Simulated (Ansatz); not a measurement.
# A geometry optimisation of ClHSi2Sn with PBE-D3(BJ)/def2-SVP

The starting geometry of this gas-phase singlet was optimised with GFN2-xTB.

```csv
atom,x (Å),y (Å),z (Å)
Cl,-1.5470,-0.6897,-1.1092
Si,-0.0804,0.5800,-0.3873
Si,-0.1968,2.7075,-0.9245
Sn,-0.3183,4.9784,-1.4763
H,0.6943,-0.3984,0.3841
```

Task: Where would you expect an optimisation with PBE-D3(BJ)/def2-SVP to take it?

Result: A new bond forms, giving a structure given below by its coordinates. Distances that change by over a tenth: Si3–Sn4 (2.34 → 2.59 Å). Contacts that close: Si2–Sn4 (4.54 → 2.83 Å).

The energy falls by 0.97 eV over 22 steps:

```csv
step,E − E(last) (eV)
1,0.974
3,0.829
6,0.821
8,0.769
10,0.602
13,0.288
15,0.138
17,0.020
20,0.000
22,0.000
```

Final geometry (Å):

```xyz
5

Cl   -1.8829    0.3818   -1.1780
Si    0.1471    0.9207   -0.5122
Si    1.2364    2.7111   -1.2217
Sn   -1.2870    3.2734   -1.1761
H     0.3383   -0.1092    0.5749
```

Frequencies at the end are all real (lowest 88 cm⁻¹). Atoms past krypton carry core potentials, without spin–orbit terms. Run with Ansatz 0.2.0, 20 s on 1 thread of AMD EPYC 9R45 96-Core Processor (Zen 5) (shared host).
